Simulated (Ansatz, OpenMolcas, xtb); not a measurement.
A ladder of methods for CH5FGeO (SMILES [CH3][GeH]([OH])[F])

CH5FGeO has 9 atoms, charge 0, and is taken as a singlet. As SMILES, `[CH3][GeH]([OH])[F]`. The shape is that of a PBE0-D4/def2-TZVP optimisation. This is one conformer, not always the lowest.

```xyz
9

C    -0.6690    0.9769   -0.5842
Ge    0.0883   -0.6437    0.1215
O     1.2700   -0.1707    1.3455
F     0.9744   -1.4386   -1.1538
H     0.1389    1.6249   -0.9246
H    -1.2379    1.4935    0.1897
H    -1.3271    0.7513   -1.4235
H    -0.8655   -1.7251    0.6568
H     1.7165   -0.9147    1.7555
```

Quantity: the HOMO–LUMO gap, in eV. The values are calculated.

```
           level                    kind     program  value (eV)   CPU time
        GFN0-xTB          semi-empirical         xtb        6.45  under 2 s
      HF/cc-pVDZ            Hartree–Fock      Ansatz       16.97      3.7 s
   SVWN5/cc-pVDZ                     LDA  OpenMolcas        7.05       46 s
     PBE/cc-pVDZ                     GGA  OpenMolcas        7.10       64 s
  r2SCAN/cc-pVDZ                meta-GGA      Ansatz        8.06      9.7 s
 r2SCAN0/cc-pVDZ         hybrid meta-GGA      Ansatz       10.47       11 s
 wB97M-V/cc-pVDZ  range-separated hybrid      Ansatz       14.01       41 s
   wB97X/cc-pVDZ  range-separated hybrid      Ansatz       14.53       18 s
PBE-QIDH/cc-pVDZ           double hybrid      Ansatz       14.26      8.1 s
```

All-electron rows without a relativistic Hamiltonian named are non-relativistic. The values span 6.45 to 16.97 eV. Orbital gaps aren't excitation energies, and those of double hybrids come from the SCF part alone; they tend to grow with the share of exact exchange. CPU times are rough (shared hosts, several kinds of processor and program).
